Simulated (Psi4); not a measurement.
C3H3, doublet, at a GFN2-xTB geometry; WB97M-V/STO-3G (Psi4).

Psi4 was given this input:
```
memory 2 GB

molecule mol {
0 2
  C     0.001157    0.010032    0.110390
  C     0.013887    0.120383    1.324638
  C    -0.012957   -0.112321   -1.235932
  H     0.024832    0.215262    2.368646
  H     0.902258   -0.245552   -1.783665
  H    -0.939613   -0.078273   -1.779558
}

set basis sto-3g
set reference uks

energy('wb97m-v')
print_variables()
```

Output, abridged:

```
   => Loading Basis Set <=

    Name: STO-3G
    Role: ORBITAL
    Keyword: BASIS

         ---------------------------------------------------------
                                   SCF
               by Justin Turney, Rob Parrish, Andy Simmonett
                          and Daniel G. A. Smith
                              UKS Reference
         ---------------------------------------------------------

  ==> Geometry <==

    Molecular point group: c1
    Full point group: C1

    Geometry (in Angstrom), charge = 0, multiplicity = 2:

       Center              X                  Y                   Z               Mass
    ------------   -----------------  -----------------  -----------------  -----------------
         C            0.000838652977     0.007271725812     0.080017835718    12.000000000000
         C            0.013568652977     0.117622725812     1.294265835718    12.000000000000
         C           -0.013275347023    -0.115081274188    -1.266304164282    12.000000000000
         H            0.024513652977     0.212501725812     2.338273835718     1.007825032230
         H            0.901939652977    -0.248312274188    -1.814037164282     1.007825032230
         H           -0.939931347023    -0.081033274188    -1.809930164282     1.007825032230

  Running in c1 symmetry.

  Rotational constants: A =      9.78033  B =      0.32431  C =      0.31390 [cm^-1]
  Rotational constants: A = 293206.77014  B =   9722.50786  C =   9410.46421 [MHz]
  Nuclear repulsion =   53.828621548420372

  Charge       = 0
  Multiplicity = 2
  Electrons    = 21
  Nalpha       = 11
  Nbeta        = 10

  ==> Algorithm <==

  SCF Algorithm Type is DF.
  DIIS enabled.
  MOM disabled.
  Fractional occupation disabled.
  Guess Type is SAD.
  Energy threshold   = 1.00e-06
  Density threshold  = 1.00e-06
  Integral threshold = 1.00e-12

  ==> Primary Basis <==

  Basis Set: STO-3G
    Blend: STO-3G
    Number of shells: 12
    Number of basis functions: 18
    Number of Cartesian functions: 18
    Spherical Harmonics?: true
    Max angular momentum: 1

  ==> DFT Potential <==

   => LibXC <=

    Version 7.1.2
    S. Lehtola, C. Steigemann, M. J. T. Oliveira, and M. A. L. Marques,  SoftwareX 7, 1–5 (2018) (10.1016/j.softx.2017.11.002)

   => Composite Functional: WB97M-V <=

    wB97M-V Hyb-GGA Exchange-Correlation Functional

    N. Mardirossian and M. Head-Gordon,  J. Chem. Phys. 144, 214110 (2016) (10.1063/1.4952647)

    Deriv               =              1
    GGA                 =           TRUE
    Meta                =           TRUE

    Exchange Hybrid     =           TRUE
    MP2 Hybrid          =          FALSE

   => Exchange-Correlation Functionals <=

    1.0000   wB97M-V exchange-correlation functional

   => Exact (HF) Exchange <=

    0.8500            HF,LR [omega = 0.3000]
    0.1500               HF

   => LibXC Density Thresholds  <==

    XC_HYB_MGGA_XC_WB97M_V:  1.00E-13

   => VV10 Non-Local Parameters <=

    VV10 B              =     6.0000E+00
    VV10 C              =     1.0000E-02

   => Molecular Quadrature <=

    Radial Scheme          =       TREUTLER
    Pruning Scheme         =           NONE
    Nuclear Scheme         =       TREUTLER

    Blocking Scheme        =         OCTREE
    BS radius alpha        =              1
    Pruning alpha          =              1
    Radial Points          =             75
    Spherical Points       =            302
    Total Points           =         128428
    Total Blocks           =           1028
    Max Points             =            256
    Max Functions          =             18
    Weights Tolerance      =       1.00E-15

   => Loading Basis Set <=

    Name: (STO-3G AUX)
    Role: JKFIT
    Keyword: DF_BASIS_SCF

  ==> Integral Setup <==

  SCF_SUBTYPE=INCORE selected. In-core MEM_DF algorithm will be used.
  Using in-core AOs.

  ==> MemDFJK: Density-Fitted J/K Matrices <==

    J tasked:                   Yes
    K tasked:                   Yes
[...]

  ==> Pre-Iterations <==

  SCF Guess: Superposition of Atomic Densities via on-the-fly atomic UHF (no occupation information).

   -------------------------
    Irrep   Nso     Nmo
   -------------------------
     A         18      18
   -------------------------
    Total      18      18
   -------------------------

  ==> Iterations <==

                           Total Energy        Delta E     RMS |[F,P]|

   @DF-UKS iter SAD:  -112.80617326184614   -1.12806e+02   0.00000e+00
   @DF-UKS iter   1:  -114.51795578895523   -1.71178e+00   4.11973e-03 DIIS/ADIIS
   @DF-UKS iter   2:  -114.52328746130074   -5.33167e-03   2.85974e-03 DIIS/ADIIS
   @DF-UKS iter   3:  -114.52517406845860   -1.88661e-03   1.52304e-03 DIIS/ADIIS
   @DF-UKS iter   4:  -114.52604716205789   -8.73094e-04   6.28335e-04 DIIS/ADIIS
   @DF-UKS iter   5:  -114.52623714534414   -1.89983e-04   2.20742e-04 DIIS/ADIIS
   @DF-UKS iter   6:  -114.52629265023434   -5.55049e-05   8.24549e-05 DIIS
   @DF-UKS iter   7:  -114.52630294098687   -1.02908e-05   2.94819e-05 DIIS
   @DF-UKS iter   8:  -114.52630435106157   -1.41007e-06   8.34282e-06 DIIS
   @DF-UKS iter   9:  -114.52630443910665   -8.80451e-08   3.58363e-06 DIIS
   @DF-UKS iter  10:  -114.52630446244714   -2.33405e-08   9.20553e-07 DIIS
  Energy and wave function converged.

  ==> Post-Iterations <==

   Electrons on quadrature grid:
      Nalpha   =   11.0000011969 ; deviation = 1.197e-06
      Nbeta    =   10.0000015371 ; deviation = 1.537e-06
      Ntotal   =   21.0000027340 ; deviation = 2.734e-06

   @Spin Contamination Metric:   3.001312901E-02
   @S^2 Expected:                7.500000000E-01
   @S^2 Observed:                7.800131290E-01
   @S   Expected:                5.000000000E-01
   @S   Observed:                5.000000000E-01

    Orbital Energies [Eh]
    ---------------------

    Alpha Occupied:

[...]
    Alpha Virtual:

[...]
      18A      1.237264

    Beta Occupied:

[...]
      10A     -0.307319

    Beta Virtual:

[...]
    Final Occupation by Irrep:
              A
    DOCC [    10 ]
    SOCC [     1 ]
    NA   [    11 ]
    NB   [    10 ]

  @DF-UKS Final Energy:  -114.52630446244714

   => Energetics <=

    Nuclear Repulsion Energy =             53.8286215484203723
    One-Electron Energy =                -260.1248689554131488
    Two-Electron Energy =                 103.8386856294366680
    DFT Exchange-Correlation Energy =     -12.1545384990793597
    Empirical Dispersion Energy =           0.0000000000000000
    VV10 Nonlocal Energy =                  0.0857958141883400
    Total Energy =                       -114.5263044624471434

  UHF NO Occupations:
  HONO-2 :    9  A 1.9977858
  HONO-1 :   10  A 1.9883411
  HONO-0 :   11  A 1.0000000
  LUNO+0 :   12  A 0.0116589
  LUNO+1 :   13  A 0.0022142
  LUNO+2 :   14  A 0.0004382
  LUNO+3 :   15  A 0.0002750

Computation Completed

Properties will be evaluated at   0.000000,   0.000000,   0.000000 [a0]

Properties computed using the SCF density matrix

 Multipole Moments:

 ------------------------------------------------------------------------------------
     Multipole            Electronic (a.u.)      Nuclear  (a.u.)        Total (a.u.)
 ------------------------------------------------------------------------------------

 L = 1.  Multiply by 2.5417464519 to convert [e a0] to [Debye]
 Dipole X            :          0.0128954           -0.0126353            0.0002602
 Dipole Y            :          0.1117923           -0.1095375            0.0022548
 Dipole Z            :          1.2301112           -1.2052984            0.0248128
 Magnitude           :                                                    0.0249164

 ------------------------------------------------------------------------------------

  Variable Map:
  ----------------------------------------------------------------------------
[...]
  Array Variable Map:
  ----------------------------------------------------------------------------
[...]
[...]
```
